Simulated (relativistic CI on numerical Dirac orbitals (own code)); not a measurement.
Radial Dirac CI calculation of W7+: levels, rates and radial parameters.

Command:

```sh
python run_levels.py task.json out
```

Input:

```
atom W  Z=74  charge=7  electrons=67
nucleus A=184  rms_radius_fm=5.3658
hamiltonian dirac-coulomb  breit=on  qed=on  c_scale=1
orbitals kli  potential=per-configuration
slater_scale 1
correlation none
mixing on
configurations
  [Xe] 4f13
  [Kr] 4d10 4f14 5s2 5p5
  [Kr] 4d10 4f13 5s2 5p5 5d
  [Kr] 4d10 4f14 5s 5p6
  [Kr] 4d10 4f14 5s2 5p4 5d
  [Kr] 4d10 4f13 5s2 5p4 5d2
  [Xe] 4f11 5d2
  [Kr] 4d10 4f14 5s2 5p4 6s
  [Xe] 4f12 5d
  [Kr] 4d10 4f13 5s 5p6 5d
  [Kr] 4d10 4f13 5s2 5p5 5f
  [Kr] 4d10 4f14 5s2 5p4 6p
  [Kr] 4d10 4f14 5s 5p5 5d
  [Kr] 4d10 4f13 5s2 5p5 6s
  [Xe] 4f12 6s
  [Kr] 4d10 4f13 5s2 5p5 5g
  [Kr] 4d10 4f14 5s2 5p4 5f
  [Kr] 4d10 4f12 5s2 5p5 5d2
  [Kr] 4d10 4f14 5s 5p5 6s
  [Kr] 4d10 4f13 5s 5p6 5f
  [Kr] 4d10 4f13 5s2 5p5 6p
  [Kr] 4d10 4f13 5p6 5d2
  [Xe] 4f12 6p
  [Kr] 4d10 4f13 5s2 5p4 5f2
  [Xe] 4f11 5f2
  [Kr] 4d10 4f14 5s2 5p4 5g
  [Kr] 4d10 4f13 5s2 5p4 5d 6s
  [Kr] 4d10 4f14 5s 5p5 6p
  [Kr] 4d10 4f12 5s2 5p5 5d 6s
  [Xe] 4f11 5d 6s
  [Kr] 4d10 4f13 5s 5p6 5g
  [Xe] 4f12 5f
  [Kr] 4d10 4f14 5p6 5d
  [Kr] 4d10 4f13 5s2 5p5 6d
  [Kr] 4d10 4f13 5s2 5p4 5d 6p
  [Kr] 4d10 4f14 5s 5p5 5f
  [Kr] 4d10 4f12 5s2 5p5 5d 6p
  [Xe] 4f12 6d
  [Xe] 4f11 5d 6p
  [Kr] 4d10 4f13 5s2 5p4 6s2
end
```

Hardware: one thread of Intel Xeon Platinum 8488C, on a shared host. Rates were computed among at most 200 levels.

(1) How large is the problem, and how long does it take?

## Answers

(1) 21760 determinants at the lowest M give 21760 levels; 397 SCF iterations in all; about 58 s of CPU and 1.6 GiB at the peak.
